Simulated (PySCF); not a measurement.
Molecule: In(CF3)3, C3F9In, SMILES [In]([C](F)(F)F)([C](F)(F)F)[C](F)(F)F. Atoms near the plane z = 0.6 Å, at the B3LYP/def2-SVP optimised geometry (x, y, z in Å): In1 (-0.2, 0.2, 0.0), C2 (-1.3, -1.8, 0.0), F4 (-2.1, -1.9, 1.0), F5 (-0.5, -2.9, 0.0), C6 (2.1, 0.2, 0.0), F8 (2.6, -0.4, 1.1), F9 (2.6, 1.4, 0.0), C10 (-1.3, 2.1, 0.0), F11 (-0.9, 2.9, 1.1), F12 (-2.6, 1.9, 0.0).

Computed with B3LYP/def2-TZVP, def2 effective core potentials past Kr in PySCF. The core electrons that the potentials of In replace are not part of the density. The values are rescaled to run from 0 to 1.

```
|22222222222222222222222222222|
|22222222222222222222222222222|
|22222222222222222222222222222|
|22222222222222222222222222222|
|22222222223332222222222222222|
|22222222223432222222222222222|
|22222111222111222222222222222|
|22221111121001222222222222222|
|22221100123323333322211112222|
|22221100234555444332111112222|
|22222111245667765433200112222|
|22222222346789987543211112222|
|22222223346899998754321122222|
|22222223357995499765322222222|
|22222223357994499764212222222|
|22222223346899998653003322222|
|22222222345799987542113322222|
|22222222224677765432222222222|
|22222221003566554332222222222|
|22222233102444433322222222222|
|22222234312333333222222222222|
|22222233322211222222222222222|
|22222222222100122222222222222|
|22222222222100112222222222222|
|22222222222111122222222222222|
|22222222222211222222222222222|
|22222222222222222222222222222|
|22222222222222222222222222222|
|22222222222222222222222222222|
```
Scale: ten equal steps from 0.000 (start of '0') to 1.00 (end of '9'), in the order '0123456789'; x runs from -5.00 to 5.00, y from -5.00 (bottom) to 5.00 (top).

Problem. Which quantity is mapped?
A) Laplacian of the electron density
B) deformation density (molecule minus spherical neutral atoms)
C) an orbital amplitude
D) electrostatic potential

Solution. C, an orbital amplitude. In full: LUMO amplitude (bohr^(-3/2)).
